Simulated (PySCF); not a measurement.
FH8NSi3. Atoms are numbered in the order given.

```xyz
13

Si    -1.3090    -0.8220    -0.1597
F     -2.9492    -0.6366    -0.1576
Si    -0.2301     1.2569     0.0873
Si     1.9696     0.4962     0.4225
N      1.9713    -1.0254    -0.4715
H     -0.9415    -1.4623    -1.4699
H     -0.9601    -1.7345     0.9818
H     -0.7658     2.0348     1.2602
H     -0.3822     2.0933    -1.1578
H      3.0482     1.4994     0.0710
H      2.1568     0.1269     1.8699
H      1.8614    -0.9744    -1.4892
H      2.6999    -1.7109    -0.2475
```
Charge 0, spin multiplicity 1.

Geometry: PBE-D3(BJ)/def2-SVP. This is a generated structure with no PubChem entry under its InChIKey; it may be hypothetical. One conformer was computed; it need not be the lowest.

Level of theory: PBE/pcSseg-1 (PySCF).

GIAO shieldings, no solvent; atoms listed in one row are averaged. δ = σ(ref) − σ: ²⁹Si against TMS (σ = 335.4 ppm); ¹⁹F against CFCl3 (σ = 133.6 ppm); ¹⁵N against NH3 (σ = 267.0 ppm); ¹H against TMS (σ = 31.49 ppm), references at their B3LYP-D3(BJ)/def2-TZVP geometries, non-relativistic.

### Question
Estimate the chemical shifts. (An estimate is asked for; the answer gives what the named calculation found.)

### Answer

```json
[
 {"nucleus": "²⁹Si", "atoms": "Si1", "count": "1", "δ (ppm)": "12.1"},
 {"nucleus": "²⁹Si", "atoms": "Si4", "count": "1", "δ (ppm)": "-39.6"},
 {"nucleus": "²⁹Si", "atoms": "Si3", "count": "1", "δ (ppm)": "-113.7"},
 {"nucleus": "¹⁹F", "atoms": "F2", "count": "1", "δ (ppm)": "-262.8"},
 {"nucleus": "¹⁵N", "atoms": "N5", "count": "1", "δ (ppm)": "16.3"},
 {"nucleus": "¹H", "atoms": "H6, H7", "count": "2", "δ (ppm)": "6.37"},
 {"nucleus": "¹H", "atoms": "H10", "count": "1", "δ (ppm)": "5.94"},
 {"nucleus": "¹H", "atoms": "H11", "count": "1", "δ (ppm)": "5.51"},
 {"nucleus": "¹H", "atoms": "H9", "count": "1", "δ (ppm)": "4.17"},
 {"nucleus": "¹H", "atoms": "H8", "count": "1", "δ (ppm)": "4.07"},
 {"nucleus": "¹H", "atoms": "H13", "count": "1", "δ (ppm)": "0.50"},
 {"nucleus": "¹H", "atoms": "H12", "count": "1", "δ (ppm)": "0.07"}
]
```
